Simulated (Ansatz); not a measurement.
Al10P10H30⁻, a nanocrystal cut from zinc blende AlP (hydrogen-capped). Charge -1, multiplicity 2. Geometry r2SCAN-D4/def2-SVP, that of the neutral singlet; atoms count from 1.

Cartesian coordinates in Å:
```
Al -0.037 -2.950 -0.715
Al -4.201 -1.309 -0.484
Al 0.263 -1.332 2.718
Al -3.237 0.672 2.603
Al -1.338 -0.869 -3.891
Al 2.950 -0.677 0.051
Al 1.809 1.165 -3.865
Al -0.616 0.940 -0.385
Al 0.481 3.115 3.102
Al 2.551 3.333 -0.024
P -2.464 -3.063 -0.703
P 0.253 -2.548 -3.071
P 0.609 -0.946 0.395
P -2.886 0.606 0.222
P -2.119 -1.464 3.061
P 0.614 0.769 3.884
P -0.339 1.000 -2.744
P 3.310 0.049 -2.241
P 3.576 1.401 1.095
P 0.306 2.845 0.694
H 0.616 -4.279 -0.141
H -4.944 -1.101 -1.869
H -4.969 -1.804 0.829
H 1.120 -2.513 3.343
H -4.775 0.653 2.998
H -2.186 1.625 3.343
H -2.628 -1.437 -3.135
H -1.298 -0.699 -5.469
H 3.834 -1.943 0.417
H 1.754 0.064 -5.024
H 2.297 2.648 -4.134
H -0.756 3.842 3.775
H 1.986 3.596 3.355
H 2.816 2.870 -1.532
H 3.085 4.721 0.535
H -2.792 -3.873 -1.823
H -2.732 -4.031 0.308
H 0.033 -3.799 -3.707
H 1.619 -2.370 -3.412
H -3.567 1.752 -0.279
H -2.685 -2.616 2.457
H -2.283 -1.833 4.422
H -0.155 0.653 5.074
H 1.898 0.601 4.476
H -1.095 2.127 -3.177
H 3.814 -1.119 -2.881
H 4.531 0.773 -2.191
H 4.992 1.458 1.002
H 3.458 1.351 2.507
H -0.474 3.944 0.234
```

Single mean-field runs in def2-SVP are fitted with def2-universal-jkfit. The highest occupied level of the charge -1 doublet lies above zero (up to 0.41 eV). By energy differences its removal costs 0.63 eV (vertical, to the charge 0 singlet, at PBE0-D4/def2-SVP); self-interaction error and the lack of diffuse functions both raise the level.

Question: Estimate the Mulliken populations of the heavy atoms from the PBE0/def2-SVP orbitals of Ansatz.

Answer: 
```json
{"atom": "Al1", "charge (e)": "0.44", "spin (α − β)": "0.15"}
{"atom": "Al2", "charge (e)": "0.40", "spin (α − β)": "0.01"}
{"atom": "Al3", "charge (e)": "0.44", "spin (α − β)": "0.15"}
{"atom": "Al4", "charge (e)": "0.41", "spin (α − β)": "-0.01"}
{"atom": "Al5", "charge (e)": "0.41", "spin (α − β)": "-0.01"}
{"atom": "Al6", "charge (e)": "0.43", "spin (α − β)": "0.16"}
{"atom": "Al7", "charge (e)": "0.40", "spin (α − β)": "0.01"}
{"atom": "Al8", "charge (e)": "0.73", "spin (α − β)": "0.09"}
{"atom": "Al9", "charge (e)": "0.40", "spin (α − β)": "0.01"}
{"atom": "Al10", "charge (e)": "0.40", "spin (α − β)": "-0.01"}
{"atom": "P11", "charge (e)": "-0.29", "spin (α − β)": "0.01"}
{"atom": "P12", "charge (e)": "-0.29", "spin (α − β)": "0.03"}
{"atom": "P13", "charge (e)": "-0.67", "spin (α − β)": "-0.08"}
{"atom": "P14", "charge (e)": "-0.54", "spin (α − β)": "0.02"}
{"atom": "P15", "charge (e)": "-0.29", "spin (α − β)": "0.03"}
{"atom": "P16", "charge (e)": "-0.29", "spin (α − β)": "0.02"}
{"atom": "P17", "charge (e)": "-0.54", "spin (α − β)": "0.02"}
{"atom": "P18", "charge (e)": "-0.28", "spin (α − β)": "0.01"}
{"atom": "P19", "charge (e)": "-0.29", "spin (α − β)": "0.03"}
{"atom": "P20", "charge (e)": "-0.54", "spin (α − β)": "0.02"}
```
Mulliken values and Mayer orders depend strongly on the basis.

Question: Where does the spin sit?

Answer: Summed by element: Al 0.57, P 0.12, H 0.31, of 1 unpaired in all. Largest on single atoms: Al6 0.16, Al1 0.15, Al3 0.15.

Question: And the Mayer bond orders between bonded heavy atoms (over 0.3)?

Answer: Al1–P11 0.69 (2.43 Å); Al1–P12 0.72 (2.41 Å); Al1–P13 0.70 (2.38 Å); Al2–P11 0.57 (2.48 Å); Al2–P14 0.67 (2.43 Å); Al3–P13 0.70 (2.38 Å); Al3–P15 0.73 (2.41 Å); Al3–P16 0.69 (2.43 Å); Al4–P14 0.71 (2.41 Å); Al4–P15 0.58 (2.45 Å); Al5–P12 0.58 (2.45 Å); Al5–P17 0.71 (2.41 Å); Al6–P13 0.70 (2.38 Å); Al6–P18 0.69 (2.43 Å); Al6–P19 0.73 (2.41 Å); Al7–P17 0.67 (2.43 Å); Al7–P18 0.57 (2.48 Å); Al8–P13 0.71 (2.38 Å); Al8–P14 0.75 (2.37 Å); Al8–P17 0.74 (2.38 Å); Al8–P20 0.75 (2.38 Å); Al9–P16 0.57 (2.48 Å); Al9–P20 0.67 (2.43 Å); Al10–P19 0.58 (2.46 Å); Al10–P20 0.71 (2.41 Å).
